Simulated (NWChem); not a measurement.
System: CH5BClN; SMILES CB(N)Cl

```xyz
9

B     -0.0634    -0.4239     0.0012
Cl     0.0722     1.3774     0.0001
C      1.2481    -1.2928     0.0001
H      1.8477    -1.0847    -0.8952
H      1.0491    -2.3709     0.0303
H      1.8828    -1.0404     0.8587
N     -1.3522    -0.9572     0.0000
H     -1.5240    -1.9533     0.0006
H     -2.1889    -0.3898    -0.0020
```
Atoms are numbered in this order, from 1.

Results from NWChem. Pople sets run with spherical d functions. The geometry was optimised at B3LYP/6-31G* (spherical d). Level MN15/6-31G*: energy and gradient on several grids; changes count from the extra-fine grid, which is no exact limit either.

Problem. Which is the coarsest grid (coarse; xcoarse; xfine; fine; medium) from which on the energy stays within 100 μHa and each gradient component within 200 μHa/bohr of xfine?

Solution. medium.
```
grid     size of the energy change (μHa)  largest change of a gradient component (μHa/bohr)  time, medium = 1 (rough)
-------  -------------------------------  -------------------------------------------------  ------------------------
xcoarse                             6000                                               2000                   about 1
coarse                               200                                                100                   about 1
medium                              < 10                                                 40                   about 1
fine                                < 10                                               < 30                   about 1
xfine                               < 10                                               < 30                         2
```
